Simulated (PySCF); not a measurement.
How the method changes the constants of TiBr⁺

State: ³Δ (triplet), unpaired electrons σ ↑, δ ↑. Set-up: basis Ti def2-TZVPPD, Br def2-TZVPPD; no relativity; PySCF 2.14. De refers to Ti⁺ (3d2 4s1) + Br in their high-spin ground configurations, without counterpoise correction. The functionals are run spin-unrestricted. A positive dipole points towards Br; it is taken about the centre of mass and depends on that origin.

| Level | Re (Å) | ωe (cm⁻¹) | De (eV) | μ (D) |
| --- | --- | --- | --- | --- |
| UHF | 2.399 | 341 | n/a | -11.99 |
| UHF-MP2 | 2.297 | 362 | n/a | n/a |
| UHF-SCS-MP2 | 2.320 | 356 | n/a | n/a |
| LDA | 2.236 | 390 | n/a | -7.54 |
| PBE | 2.280 | 367 | n/a | -8.00 |
| r²SCAN | 2.286 | 370 | n/a | -8.72 |
| PBE0 | 2.290 | 368 | n/a | -9.17 |
| B97-3 | 2.310 | 361 | n/a | -9.48 |
| M06 | 2.279 | 381 | n/a | -9.04 |
| M06-2X | 2.316 | 363 | n/a | -9.88 |
| LC-ωPBE | 2.286 | 376 | n/a | -9.82 |
| B2PLYP | 2.300 | 362 | n/a | -10.17 |

The bond length runs from 2.236 Å (LDA) to 2.399 Å (UHF).

Correlated steps freeze 14 core orbitals. De is left out where the level can put another filling of the metal’s s and d shells below the measured ground configuration, by anything from nothing to about 1 eV. Spin–orbit coupling is left out. B2PLYP dipoles, levels and charges come from its SCF part alone. With d or f electrons several states lie close, and the lowest PBE0 determinant need not be the measured ground state.

The whole job (state search and all levels along the bond) took about 16 min on 2 threads of Arm Neoverse V1 (shared host), peak memory 6.1 GiB.
